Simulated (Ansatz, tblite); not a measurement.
Cost and result up the ladder for `COc1ccc(C(F)(F)C(F)(F)OC)cc1` (26 atoms). The state is a singlet with charge 0. Geometry: PBE-D4/def2-SVP.

```xyz
26

C     0.7866   -1.1427    4.2685
O    -0.4015   -1.1331    3.4995
C    -0.3006   -1.0110    2.1500
C     0.9169   -0.8870    1.4479
C     0.9033   -0.7691    0.0512
C    -0.3068   -0.7787   -0.6574
C    -0.3151   -0.6186   -2.1550
F    -1.3572   -1.3116   -2.7119
F     0.8450   -1.0918   -2.7069
C    -0.4683    0.8579   -2.6255
F    -0.5227    0.9065   -3.9927
F    -1.6837    1.3333   -2.1895
O     0.5611    1.5882   -2.1355
C     0.5628    2.9775   -2.4863
C    -1.5213   -0.8967    0.0476
C    -1.5202   -1.0124    1.4366
H     1.3616   -0.1960    4.1568
H     1.4491   -1.9955    3.9986
H     0.4753   -1.2506    5.3240
H     1.8784   -0.8844    1.9777
H     1.8499   -0.6727   -0.4987
H     0.6303    3.1087   -3.5856
H    -0.3504    3.4813   -2.1088
H     1.4546    3.4153   -2.0040
H    -2.4711   -0.9040   -0.5053
H    -2.4559   -1.1127    2.0048
```

Ansatz on 4 threads of Arm Neoverse V2 on a shared host; xTB runs through tblite on one thread. Times are rough, summed over both states, and most runs start from the orbitals of an earlier one. PBE0-D4/def2-SVP serves as the yardstick here, not as an exact answer. The other state is a triplet.

The xTB rows come from tblite.

xTB has no spin-polarisation term.

```csv
level,functions,wall time,vertical triplet (eV),difference from PBE0-D4/def2-SVP (eV)
GFN2-xTB,74,0.031 s,4.22,0.31
GFN1-xTB,84,0.037 s,4.23,0.32
PBE-D4/def2-SVP,274,19 s,3.88,-0.03
PBE0-D4/def2-SVP,274,38 s,3.91,0.00
```
